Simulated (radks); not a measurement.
Values are calculated unless marked as measured or tabulated.
Task: All-electron atom: W+ in [Xe] 4f14 5d3 6s1 7s1 (not the ground configuration). Level of theory: Dirac Kohn-Sham, exchange-only B88, spin-unpolarised, spherical densities, point nucleus; open shells are shared between the two j in proportion to 2j + 1 (a radial shooting solver on a logarithmic mesh with Libxc functionals). Some entries of the table are withheld. Estimate them.

orbital,occ.,eigenvalue (eV),r(max) (bohr),<r> (bohr)
1s1/2,2,-69420.45,0.01145,0.01834
2s1/2,2,-11984.57,0.06586,0.07693
2p1/2,2,-11460.50,0.04896,0.06365
2p3/2,4,-10107.19,0.05579,0.07161
3s1/2,2,-2769.905,0.1855,0.2005
3p1/2,2,-2536.710,0.1737,(1)
3p3/2,4,-2244.086,0.1877,(2)
3d3/2,4,-1851.762,0.1470,0.1797
3d5/2,6,-1788.129,0.1509,0.1842
4s1/2,2,-581.6966,0.4210,0.4494
4p1/2,2,-485.0343,0.4208,0.4546
4p3/2,4,-417.1825,0.4503,0.4879
4d3/2,4,-258.5297,0.4470,0.5048
4d5/2,6,-246.0320,0.4564,0.5162
5s1/2,2,-92.1144,0.9626,1.066
5p1/2,2,-63.4074,(3),1.172
5p3/2,4,-53.4612,(4),1.273
4f5/2,6,-47.5620,0.4260,0.6025
4f7/2,8,-45.3229,0.4310,0.6121
5d3/2,1.2,-16.8606,1.435,1.816
5d5/2,1.8,-15.9862,1.477,1.873
6s1/2,1,-15.3347,2.465,2.790
6p1/2,0,-9.8286,2.933,3.409
6p3/2,0,-8.7934,3.182,3.701
7s1/2,1,-4.7018,6.164,6.593
6d3/2,0,-3.6255,5.735,6.374
6d5/2,0,-3.5593,5.830,6.483

Result: 
(1) 3p1/2 <r> (bohr): 0.1905
(2) 3p3/2 <r> (bohr): 0.2053
(3) 5p1/2 r(max) (bohr): 1.032
(4) 5p3/2 r(max) (bohr): 1.116
